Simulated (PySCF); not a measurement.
Vertical excitations of a molecule C4H3F3O from TDA-PBE/def2-SVPD (PySCF), as energy in eV (oscillator strength): 6.02 (0.002), 6.53 (0.012), 6.86 (0.002), 7.06 (0.162), 7.50 (0.093), 7.56 (0.003), 7.97 (0.041), 8.01 (0.002), 8.34 (0.003), 8.40 (0.001). Lowest triplet (TDA): 4.52 eV. Geometry: PBE0-D3(BJ)/def2-SVP. One conformer was computed; it need not be the lowest.

Question: Identify the compound among the candidates.
A) CC1=C(F)OC1(F)F
B) O=CC(F)(F)/C=C/F
C) FC1=CCC(F)(F)O1
D) F/C=C1/CC(F)(F)O1

Answer: C, FC1=CCC(F)(F)O1
